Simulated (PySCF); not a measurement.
PBE0 on Cr- (chromium, charge -1), [Ar] 3d5 4s2, high-spin 6S determinant. Computed with PySCF 2.14 in aug-cc-pV5Z, with no relativity, point nucleus.

```
cycle= 1 E= -1044.25944558479  delta_E= -0.017  |g|= 0.0699  |ddm|= 4.57
cycle= 2 E= -1044.25795904971  delta_E= 0.00149  |g|= 0.12  |ddm|= 1.49
cycle= 3 E= -1044.26176183194  delta_E= -0.0038  |g|= 0.0101  |ddm|= 0.166
cycle= 4 E= -1044.26202308887  delta_E= -0.000261  |g|= 0.00204  |ddm|= 0.48
cycle= 5 E= -1044.26207084732  delta_E= -4.78e-05  |g|= 0.00159  |ddm|= 0.255
cycle= 6 E= -1044.26207220041  delta_E= -1.35e-06  |g|= 0.000117  |ddm|= 0.013
cycle= 7 E= -1044.26207225095  delta_E= -5.05e-08  |g|= 1.61e-05  |ddm|= 0.00633
cycle= 8 E= -1044.26207225265  delta_E= -1.7e-09  |g|= 2.9e-06  |ddm|= 0.00111
cycle= 9 E= -1044.26207225269  delta_E= -3.43e-11  |g|= 6.84e-07  |ddm|= 0.00021
converged SCF energy = -1044.26207225269  <S^2> = 8.8723701  2S+1 = 6.0406523
```

Highest occupied orbital energy: 0.765 eV; ⟨L²⟩ = 0.00; populations by l: s 8.00, p 12.00, d 5.00, f 0.00.

**Question.** Can this result be used?

**Answer.** With care. Self-consistency was reached. ⟨S²⟩ = 8.87 against 8.75 shows spin contamination. At PBE0 the highest occupied level has a positive energy, so only the finite basis holds that electron; in a semilocal or global hybrid functional this comes from self-interaction and does not mean that the real anion is unbound.
